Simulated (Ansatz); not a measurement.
**Question.** Name a neutral molecule of Br, C, O, Si and H with ideal-gas entropy at 298 K and 1 bar (rigid rotor, harmonic PBE0-D4/def2-TZVP) between 352 and 368 J/(mol·K) and HOMO energy (ωB97M-V/def2-TZVPP) between -9.85 and -9.55 eV (Ansatz, PBE0-D4/def2-TZVP geometry).

**Answer.** `O=C([SiH3])CBr` (362 J/(mol·K), -9.64 eV); `C#CO[SiH2]Br` (354 J/(mol·K), -9.83 eV). Other molecules can fit too; these were computed, each in one conformer that needn't be the lowest.
